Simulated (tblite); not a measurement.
Isomers of C6H7FOSi. Level: GFN2-xTB in tblite, geometry and Hessian alike; calculated harmonic values, unscaled, isolated species. Errors from tens to a few hundred cm⁻¹ against measured bands are possible. Modes of hydrogen on silicon can be 10 to 20 % off. One conformer each.

Electronic energies: GFN2-xTB at the same geometries; isomer energies are rough at this level and their order can be wrong.

```json
{"SMILES": "CC#C[SiH2]/C(F)=C\\C=O", "electronic energy, lowest = 0 (kcal/mol)": "103.0"}
{"SMILES": "CC(=O)C1=CC=C(F)[SiH2]1", "electronic energy, lowest = 0 (kcal/mol)": "74.0"}
{"SMILES": "Fc1cccc(O[SiH3])c1", "electronic energy, lowest = 0 (kcal/mol)": "0.0"}
```

Question: How do GFN2-xTB zero-point energies change the relative energies?

Answer: 
```
                 SMILES  ZPE (kcal/mol)  of it from modes above 1550 cm⁻¹  electronic (kcal/mol)  with ZPE, lowest = 0 (kcal/mol)  lowest mode (cm⁻¹)  rings
     Fc1cccc(O[SiH3])c1            67.8                              32.1                    0.0                              0.0                  56      1
CC(=O)C1=CC=C(F)[SiH2]1            67.9                              33.2                   74.0                             74.1                  47      1
  CC#C[SiH2]/C(F)=C\C=O            66.5                              35.9                  103.0                            101.8                 19i      0
```

The zero-point energies span 1.4 kcal/mol, from `CC#C[SiH2]/C(F)=C\C=O` to `CC(=O)C1=CC=C(F)[SiH2]1`. Slightly imaginary modes are left out of the zero-point energy: `CC#C[SiH2]/C(F)=C\C=O` 18.8i cm⁻¹. The order is unchanged.
